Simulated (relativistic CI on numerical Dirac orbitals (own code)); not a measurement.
**One change at a time: Sr10+**

Base calculation: Dirac-Coulomb-Breit CI, orbitals from a KLI potential per configuration, a model potential for QED, unscaled Slater integrals.

Configuration list (outside the closed core [Ne]): 3s2 3p6 3d10, 3s2 3p6 3d9 4s, 3s2 3p6 3d9 4p, 3s2 3p6 3d8 4s2, 3s2 3p6 3d9 4d, 3s2 3p6 3d8 4s 4p, 3s2 3p6 3d9 5s, 3s2 3p6 3d9 4f, 3s2 3p6 3d8 4p2, 3s2 3p6 3d9 5p, 3s2 3p6 3d8 4s 4d, 3s2 3p6 3d9 5d, 3s2 3p6 3d8 4p 4d, 3s2 3p5 3d10 4s, 3s2 3p6 3d9 5f, 3s2 3p6 3d9 6s, 3s2 3p6 3d9 5g, 3s2 3p6 3d9 6p, 3s2 3p6 3d9 6d, 3s2 3p5 3d10 4p, 3s2 3p6 3d8 4d2, 3s2 3p5 3d9 4s2, 3s2 3p5 3d9 4s 4p, 3s2 3p5 3d10 4d, 3s2 3p5 3d9 4p2, 3s2 3p5 3d9 4s 4d, 3s 3p6 3d10 4s, 3s 3p6 3d9 4s2, 3s2 3p5 3d9 4p 4d, 3s2 3p5 3d10 5s, 3s2 3p5 3d10 4f, 3s 3p6 3d10 4p, 3s2 3p5 3d10 5p, 3s 3p6 3d9 4s 4p, 3s2 3p5 3d10 5d, 3s2 3p5 3d10 5f. Levels of other configurations are missing.

The lowest level and the first level of each name with at least 55 % of one term (blank where a level has no safe partner in the second run):

```csv
Level,Base (cm⁻¹),Shift (cm⁻¹)
3s2 3p6 3d10 1S_0,0,0
3s2 3p6 3d9 4s 3D_3,982783,+10860
3s2 3p6 3d9 4s 3D_2,986581,+10860
3s2 3p6 3d9 4s 3D_1,997290,+10860
3s2 3p6 3d9 4s 1D_2,1001725,+10861
3s2 3p6 3d9 4p 3P°_2,1158948,+11518
3s2 3p6 3d9 4p 3F°_3,1166138,+11519
3s2 3p6 3d9 4p 3P°_1,1174652,+11518
3s2 3p6 3d9 4p 3F°_2,1177292,+11519
3s2 3p6 3d9 4p 3F°_4,1178819,+11519
3s2 3p6 3d9 4p 3P°_0,1184367,+11518
3s2 3p6 3d9 4p 1D°_2,1188808,+11519
3s2 3p6 3d9 4p 3D°_3,1190922,+11519
3s2 3p6 3d9 4p 1P°_1,1192893,+11520
```

At this charge energies of transitions that change n are usually good to better than 1 %, and those within a shell (Δn = 0) to a few per cent.

Problem. One thing was changed in a second run, which moved the levels as shown. Which?
A. P86 correlation estimate
B. only the first 3 configurations
C. Breit term removed
D. configuration mixing switched off
E. QED terms removed

Solution. A. P86 correlation estimate. A correlation estimate moves all levels of a configuration together before mixing; mixed levels move by a weighted share.

LS names give the leading component of a level, which can be under half, so a name can repeat, a term be missing and a line seem to break the LS rules.
